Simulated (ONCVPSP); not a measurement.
## rubidium (Rb): ONCV pseudisation with PBE, scalar-relativistic reference atom.

Input for ONCVPSP 4.0.1:

```
# ATOM AND REFERENCE CONFIGURATION
# atsym  z   nc   nv     iexc    psfile
  Rb 37.00    6    3        4      upf
#
#   n    l    f
    1    0    2.00
    2    0    2.00
    2    1    6.00
    3    0    2.00
    3    1    6.00
    3    2   10.00
    4    0    2.00
    4    1    6.00
    5    0    1.00
#
# PSEUDOPOTENTIAL AND OPTIMIZATION
# lmax
    2
#
#   l,   rc,      ep,       ncon, nbas, qcut
    0    2.55    0.00    4    7    4.00
    1    1.65    0.00    4    7    4.60
    2    2.60    0.07    4    8    4.20
#
# LOCAL POTENTIAL
# lloc, lpopt,  rc(5),   dvloc0
    4    5    1.25    6.00
#
# VANDERBILT-KLEINMAN-BYLANDER PROJECTORs
# l, nproj, debl
    0    2    2.40
    1    1    3.20
    2    1    2.80
#
# MODEL CORE CHARGE
# icmod, fcfact, rcfact
    0    0.00    0.00
#
# LOG DERIVATIVE ANALYSIS
# epsh1, epsh2, depsh
   -3.00    5.00    0.02
#
# OUTPUT GRID
# rlmax, drl
    6.00    0.01
#
# TEST CONFIGURATIONS
# ncnf
    4
# nvcnf
#   n    l    f
    3
    4    0    2.00
    4    1    6.00
    5    0    0.00
#
    3
    4    0    2.00
    4    1    6.00
    5    0    0.50
#
    4
    4    0    2.00
    4    1    6.00
    5    0    0.00
    5    1    1.00
#
    3
    4    0    2.00
    4    1    5.00
    5    0    1.00
#
```

Command:

```bash
oncvpsp.x < Rb.dat > Rb.out
```

The program printed (shortened: citation, most of the input echo, consistency checks and plot data are left out):

```
ONCVPSP  (Optimized Norm-Conservinng Vanderbilt PSeudopotential)
scalar-relativistic version 4.0.1

#   n    l    f        energy (Ha)
    1    0    2.00    -5.5248264E+02
    2    0    2.00    -7.3801351E+01
    2    1    6.00    -6.5422763E+01
    3    0    2.00    -1.0951336E+01
    3    1    6.00    -8.2640281E+00
    3    2   10.00    -3.8205859E+00
    4    0    2.00    -1.1720689E+00
    4    1    6.00    -5.8667428E-01
    5    0    1.00    -8.2006474E-02

Reference configufation results
  iterations    26
  all-electron total energy (Ha)   -2.98119643D+03

Begin loop to  construct optimized pseudo wave functions
and semi-local pseudopoentials for all angular momenta

Calculating optimized projector #   1

 for l=   0

    Fraction of norm inside rc  0.964452
    Optimizing pswf for qcut=   4.00 a_B^-1,  ecut=   8.01 Ha
    Residual kinetic energy error=  2.20D-05 Ha

    Energy error per electron        Cutoff
         Ha          eV             Ha
         0.01000     0.27211        2.29
         0.00100     0.02721        3.57
         0.00010     0.00272        6.69
         0.00001     0.00027       12.31

Calculating optimized projector #   2

 for l=   0

    Fraction of norm inside rc  0.047882
    Optimizing pswf for qcut=   4.00 a_B^-1,  ecut=   8.01 Ha
    Residual kinetic energy error=  2.86D-05 Ha

    Energy error per electron        Cutoff
         Ha          eV             Ha
         0.01000     0.27211        1.57
         0.00100     0.02721        2.68
         0.00010     0.00272        6.60
         0.00001     0.00027       12.68

Calculating optimized projector #   1

 for l=   1

    Fraction of norm inside rc  0.512340
    Optimizing pswf for qcut=   4.59 a_B^-1,  ecut=  10.55 Ha
    Residual kinetic energy error=  2.60D-03 Ha

    Energy error per electron        Cutoff
         Ha          eV             Ha
         0.01000     0.27211        4.97
         0.00100     0.02721       22.38
         0.00010     0.00272       50.17
         0.00001     0.00027       58.69

   Wellstate for l =  2  n =  4
     eigenvalue =   0.0700
     asymptotic potential =   0.5700
     half-point radius =  6.9162

Calculating optimized projector #   1

 for l=   2

    Fraction of norm inside rc  0.351730
    Optimizing pswf for qcut=   4.20 a_B^-1,  ecut=   8.84 Ha
    Residual kinetic energy error=  7.16D-05 Ha

    Energy error per electron        Cutoff
         Ha          eV             Ha
         0.01000     0.27211        4.72
         0.00100     0.02721        6.77
         0.00010     0.00272        8.92
         0.00001     0.00027       28.27

Construct Vanderbilt / Kleinmman-Bylander projectors

B matrix Hermiticity error, ll=   0
   1   2    4.2532E-05

  Orthonormal projector coefficients  2.4131E+00  9.0158E-01

Pseudoatom total energy  -24.311784

Diagnostic tests using Vanderbilt-Kleinman-Bylander pseudopotentials
  1 or more projectors used as specified by nproj input data

   l    rcore       rmatch      e in        delta e   norm test  slope test

   0   2.5542719   2.6318251  -1.1720689   0.0000005   1.0000819   1.0000757
   0   2.5542719   2.6318251  -0.0820065   0.0000004   1.0000114   1.0000093

   1   1.6504962   1.7006088  -0.5866743  -0.0000048   0.9999994   1.0000179

   2   2.6005252   2.6794828   0.0700000   0.0000007   1.0000007   1.0000007

 Testing for bound ghosts
   n   l    E NL Schr. Eq   E Basis Diag.   E Cutoff

   1   0       -1.172068       -1.171807     29.20
   2   0       -0.082006       -0.050386     29.20

   2   1       -0.586679       -0.584428     56.40

 Testing for highly-localized positive-energy ghosts
       l    <radius>/rc     E Basis Diag.   E Cutoff

Test configuration 0

   n   l     f        eae           eps        diff
   1   0  2.0000 -552.48263653
   2   0  2.0000  -73.80135132
   2   1  6.0000  -65.42276314
   3   0  2.0000  -10.95133622
   3   1  6.0000   -8.26402806
   3   2 10.0000   -3.82058588
   4   0  2.0000   -1.17206890   -1.17206843    4.77D-07
   4   1  6.0000   -0.58667428   -0.58667904   -4.76D-06
   5   0  1.0000   -0.08200647   -0.08200612    3.57D-07

    Total energies and differences
      AE_ref= -2.98119643D+03  AE_tst= -2.98119643D+03  dif=  0.00D+00
      PS_ref= -2.43117842D+01  PS_tst= -2.43117842D+01  dif= -1.78D-14
      PSP excitation error=  1.78D-14

Test configuration 1

   n   l     f        eae           eps        diff
   1   0  2.0000 -552.69541296
   2   0  2.0000  -74.01395381
   2   1  6.0000  -65.63535569
   3   0  2.0000  -11.16379316
   3   1  6.0000   -8.47646182
   3   2 10.0000   -4.03298005
   4   0  2.0000   -1.38291274   -1.38323012   -3.17D-04
   4   1  6.0000   -0.79564317   -0.79567586   -3.27D-05

    Total energies and differences
      AE_ref= -2.98119643D+03  AE_tst= -2.98104379D+03  dif=  1.53D-01
      PS_ref= -2.43117842D+01  PS_tst= -2.41591331D+01  dif=  1.53D-01
      PSP excitation error= -1.19D-05

Test configuration 2

   n   l     f        eae           eps        diff
   1   0  2.0000 -552.58119750
   2   0  2.0000  -73.89984079
   2   1  6.0000  -65.52125044
   3   0  2.0000  -11.04976564
   3   1  6.0000   -8.36244902
   3   2 10.0000   -3.91899164
   4   0  2.0000   -1.26989415   -1.27001186   -1.18D-04
   4   1  6.0000   -0.68387366   -0.68388556   -1.19D-05
   5   0  0.5000   -0.15144507   -0.15144895   -3.88D-06

    Total energies and differences
      AE_ref= -2.98119643D+03  AE_tst= -2.98113843D+03  dif=  5.80D-02
      PS_ref= -2.43117842D+01  PS_tst= -2.42537790D+01  dif=  5.80D-02
      PSP excitation error= -3.20D-06

Test configuration 3

   n   l     f        eae           eps        diff
   1   0  2.0000 -552.53605803
   2   0  2.0000  -73.85480499
   2   1  6.0000  -65.47618022
   3   0  2.0000  -11.00483281
   3   1  6.0000   -8.31750768
   3   2 10.0000   -3.87404476
   4   0  2.0000   -1.22503475   -1.22498139    5.34D-05
   4   1  6.0000   -0.63853642   -0.63829496    2.41D-04
   5   1  1.0000   -0.04943380   -0.04945132   -1.75D-05

    Total energies and differences
      AE_ref= -2.98119643D+03  AE_tst= -2.98114058D+03  dif=  5.59D-02
      PS_ref= -2.43117842D+01  PS_tst= -2.42560278D+01  dif=  5.58D-02
      PSP excitation error=  1.01D-04

Test configuration 4

   n   l     f        eae           eps        diff
   1   0  2.0000 -552.95709456
   2   0  2.0000  -74.26964827
   2   1  6.0000  -65.89190292
   3   0  2.0000  -11.41407606
   3   1  6.0000   -8.72663289
   3   2 10.0000   -4.28259674
   4   0  2.0000   -1.58551016   -1.58765820   -2.15D-03
   4   1  5.0000   -0.97796556   -0.97722206    7.44D-04
   5   0  1.0000   -0.29663479   -0.29663972   -4.92D-06

    Total energies and differences
      AE_ref= -2.98119643D+03  AE_tst= -2.98041955D+03  dif=  7.77D-01
      PS_ref= -2.43117842D+01  PS_tst= -2.35350450D+01  dif=  7.77D-01
      PSP excitation error=  1.44D-04
```

The run took about 3.8 s on one core of a shared server CPU.
